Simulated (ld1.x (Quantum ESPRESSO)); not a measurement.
## Reading a pseudo-wave (Ho (Z = 67))

Columns: radius, all-electron u(r) and pseudo u(r) of the 5s shell (level -68.87 eV) of holmium in the configuration [Kr] 4d10 4f10 5s2 5p6 5d1 6s0 6p0; LDA (PZ), scalar-relativistic, PAW scheme, ld1.x (Quantum ESPRESSO) 7.5.

```
r (bohr)  all-electron  pseudo
   0.165        0.3833  0.3829
   0.330       -0.3935  0.7268
   0.495       -0.4394  0.9992
   0.660        0.1868  1.1787
   0.825        0.7301  1.2579
   0.990        1.0015  1.2438
   1.155        1.0542  1.1553
   1.320        0.9791  1.0180
   1.485        0.8466  0.8592
   1.650        0.6995  0.7019
   1.815        0.5604  0.5604
   1.980        0.4391  0.4391
   2.145        0.3385  0.3385
   2.310        0.2576  0.2576
   2.475        0.1940  0.1940
   2.640        0.1449  0.1449
   2.805        0.1075  0.1075
   2.970        0.0794  0.0794
   3.135        0.0583  0.0583
   3.300        0.0426  0.0426
   3.465        0.0310  0.0310
   3.630        0.0225  0.0225
   3.795        0.0163  0.0163
   3.960        0.0118  0.0118
   4.125        0.0085  0.0085
   4.290        0.0061  0.0061
```

**Question.** How many radial nodes do the two functions have?

**Answer.** The all-electron 5s function has n − l − 1 = 4 (the table is too coarse to show those close to the nucleus); the pseudo-wave has 0, since the states of the same l below it are removed with the core.

**Question.** At about which radius was the pseudo-wave matched?

**Answer.** 1.85 bohr, where the columns begin to agree (steps of 0.17 bohr).

**Question.** Is the pseudo-wave norm-conserving?

**Answer.** No, it belongs to a PAW set: the norm inside the radius is not constrained, and the difference is carried by the augmentation charge.
